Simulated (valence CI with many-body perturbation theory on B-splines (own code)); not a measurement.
Mo³⁶⁺: electric-dipole lines

Level of theory: relativistic CI+MBPT: four valence electrons over a frozen Dirac-Fock core [He], radial functions for each j: 11 s, 11 p, 9 d, 7 f, 5 g, 2 h, 1 i, with the one-electron correlation potential Σ1, the two-electron term Σ2, the three-electron term Σ3, Breit, model QED; selected CI, second order for the rest (own B-spline code, finite nucleus).

The last digits are not significant, and no measured levels were compared; by estimate large intervals hold to a few tenths of a per cent, small ones and those within an open d or f shell to about a per cent. Among the levels kept, up to 290 cm⁻¹ of a level comes from second order outside the variational space, and about a tenth of that is noise between levels of different J, which matters for small intervals.

Lines 1 to 50 of 229 in falling wavelength, among levels below 3245.0 eV, chosen from the strongest by gf and those to the six lowest levels. Wavelengths and rates use the calculated energies. Electric multipoles are in the length gauge, E1 and E2 with the static RPA response of the core. Weak lines are less certain than strong ones. Lines between different terms over intervals too small for the method are left out, as are lines whose strength nearly cancels. The highest levels of a list are the least certain.

Levels are named by their leading jj configuration (3d3/2^4 stands for four electrons in 3d with j = 3/2), which in mixed levels can hold well under half, so a name can repeat and another be missing. Letters in brackets count levels of one name in rising energy.

```csv
λ vac (nm),Upper,Lower,A (s⁻¹),S (a.u.)
28.18,(2s 2p1/2 2p3/2 3p1/2) J=3,(2s 2p1/2 2p3/2 3s) J=3,1.40e+09,1.09e-01
25.67,(2s 2p1/2 2p3/2 3d5/2) J=4 [a],(2s 2p1/2 2p3/2 3p3/2) J=3 [a],2.96e+09,2.23e-01
25.54,(2s 2p1/2 2p3/2 3d5/2) J=5,(2s 2p1/2 2p3/2 3p3/2) J=4,3.44e+09,3.11e-01
24.26,(2s 2p1/2^2 3d5/2) J=3,(2s 2p1/2^2 3p3/2) J=2,4.03e+09,1.99e-01
23.32,(2s^2 2p3/2 3d5/2) J=4,(2s^2 2p3/2 3p3/2) J=3,3.99e+09,2.25e-01
22.84,(2s^2 2p1/2 3d5/2) J=3,(2s^2 2p1/2 3p3/2) J=2,4.42e+09,1.82e-01
22.50,(2s^2 2p3/2 3d5/2) J=3,(2s^2 2p3/2 3p3/2) J=2,3.39e+09,1.33e-01
22.25,(2s 2p1/2 2p3/2 3d5/2) J=4 [b],(2s 2p1/2 2p3/2 3p3/2) J=3 [b],4.33e+09,2.12e-01
21.78,(2s^2 2p1/2 3d5/2) J=2,(2s^2 2p1/2 3p3/2) J=1,4.24e+09,1.08e-01
21.76,(2s 2p1/2 2p3/2 3d5/2) J=2 [a],(2s 2p1/2 2p3/2 3p3/2) J=1 [a],3.54e+09,9.01e-02
21.14,(2s 2p1/2^2 3d5/2) J=2,(2s 2p1/2^2 3p3/2) J=1,5.17e+09,1.20e-01
21.02,(2s 2p1/2 2p3/2 3p1/2) J=2 [b],(2s 2p1/2 2p3/2 3s) J=3,5.16e+09,1.18e-01
18.96,(2s 2p1/2 2p3/2 3p3/2) J=1 [a],(2s 2p1/2 2p3/2 3s) J=1 [a],6.96e+09,7.02e-02
18.24,(2s 2p1/2 2p3/2 3p3/2) J=2 [b],(2s 2p1/2 2p3/2 3s) J=2 [b],5.83e+09,8.73e-02
18.11,(2s 2p1/2^2 3p3/2) J=1,(2s 2p1/2^2 3s) J=0,8.13e+09,7.15e-02
17.68,(2s^2 2p3/2 3p3/2) J=1,(2s^2 2p3/2 3s) J=1,7.96e+09,6.51e-02
17.05,(2s 2p1/2 2p3/2 3p3/2) J=3 [c],(2s 2p1/2 2p3/2 3s) J=2 [c],1.25e+10,2.14e-01
16.99,(2s 2p1/2 2p3/2 3p3/2) J=2 [a],(2s 2p1/2 2p3/2 3s) J=1 [a],8.39e+09,1.02e-01
16.86,(2s^2 2p3/2 3p3/2) J=3,(2s^2 2p1/2 3d3/2) J=2,4.31e+09,7.14e-02
16.77,(2s 2p1/2 2p3/2 3d3/2) J=4,(2s 2p1/2 2p3/2 3p1/2) J=3,6.76e+09,1.42e-01
16.72,(2s 2p1/2 2p3/2 3d3/2) J=3 [a],(2s 2p1/2 2p3/2 3p1/2) J=2 [a],7.02e+09,1.13e-01
16.52,(2s^2 2p3/2 3p3/2) J=3,(2s^2 2p3/2 3s) J=2,7.35e+09,1.14e-01
16.51,(2s 2p1/2 2p3/2 3p3/2) J=3 [b],(2s 2p1/2 2p3/2 3s) J=2 [b],8.92e+09,1.39e-01
16.49,(2s 2p1/2 2p3/2 3d3/2) J=3 [c],(2s 2p1/2 2p3/2 3p3/2) J=2 [b],4.07e+09,6.30e-02
16.43,(2s 2p1/2^2 3d3/2) J=2,(2s 2p1/2^2 3p1/2) J=1,9.81e+09,1.07e-01
16.41,(2s 2p1/2 2p3/2 3p3/2) J=4,(2s 2p1/2 2p3/2 3s) J=3,1.63e+10,3.19e-01
16.39,(2s^2 2p3/2 3d3/2) J=3,(2s^2 2p3/2 3p1/2) J=2,7.43e+09,1.13e-01
16.18,(2s 2p1/2 2p3/2 3d3/2) J=3 [c],(2s 2p1/2 2p3/2 3p1/2) J=2 [c],6.69e+09,9.79e-02
15.89,(2s 2p1/2 2p3/2 3p3/2) J=3 [a],(2s 2p1/2 2p3/2 3s) J=2 [a],1.33e+10,1.85e-01
15.82,(2s^2 2p1/2 3d3/2) J=2,(2s^2 2p1/2 3p1/2) J=1,6.63e+09,6.48e-02
15.71,(2s 2p1/2 2p3/2 3p3/2) J=2 [d],(2s 2p1/2 2p3/2 3s) J=1 [c],1.13e+10,1.08e-01
15.54,(2s^2 2p1/2 3p3/2) J=1,(2s^2 2p1/2 3s) J=0,1.04e+10,5.76e-02
15.53,(2s 2p1/2^2 3p3/2) J=2,(2s 2p1/2^2 3s) J=1,1.95e+10,1.81e-01
15.32,(2s^2 2p1/2 3p3/2) J=2,(2s^2 2p1/2 3s) J=1,1.82e+10,1.61e-01
14.53,(2s^2 2p3/2 3p3/2) J=2,(2s^2 2p3/2 3s) J=1,9.96e+09,7.54e-02
14.50,(2s 2p1/2 2p3/2 3p3/2) J=1 [c],(2s 2p1/2 2p3/2 3s) J=1 [b],1.23e+10,5.53e-02
13.81,(2s 2p1/2 2p3/2 3p3/2) J=3 [b],(2s 2p1/2 2p3/2 3s) J=3,1.01e+10,9.16e-02
10.88,(2s 2p1/2^2 2p3/2) J=2,(2s^2 2p1/2 2p3/2) J=2,1.71e+09,5.44e-03
9.817,(2s 2p1/2^2 2p3/2) J=2,(2s^2 2p1/2 2p3/2) J=1,3.47e+09,8.10e-03
9.701,(2s 2p1/2 2p3/2^2) J=3,(2s^2 2p3/2^2) J=2,5.21e+09,1.64e-02
8.273,(2s 2p1/2 2p3/2^2) J=1 [b],(2s^2 2p3/2^2) J=0,4.98e+09,4.18e-03
7.636,(2s 2p1/2^2 2p3/2) J=1,(2s^2 2p1/2 2p3/2) J=2,8.46e+09,5.58e-03
7.618,(2s 2p1/2 2p3/2^2) J=1 [a],(2s^2 2p3/2^2) J=2,2.02e+09,1.32e-03
7.197,(2s 2p1/2 2p3/2^2) J=2 [b],(2s^2 2p3/2^2) J=2,5.09e+09,4.68e-03
6.970,(2p1/2 2p3/2^3) J=2,(2s 2p3/2^3) J=2,3.69e+10,3.09e-02
6.930,(2s 2p1/2 2p3/2^2) J=1 [b],(2s^2 2p3/2^2) J=2,3.97e+09,1.96e-03
6.552,(2p1/2^2 2p3/2^2) J=2,(2s 2p1/2 2p3/2^2) J=3,4.72e+10,3.27e-02
5.747,(2s 2p1/2 2p3/2^2) J=2 [a],(2s^2 2p1/2 2p3/2) J=2,1.47e+09,6.87e-04
5.436,(2s 2p1/2 2p3/2^2) J=2 [a],(2s^2 2p1/2 2p3/2) J=1,3.86e+10,1.53e-02
5.166,(2s 2p1/2 2p3/2^2) J=3,(2s^2 2p1/2 2p3/2) J=2,2.96e+10,1.41e-02
```
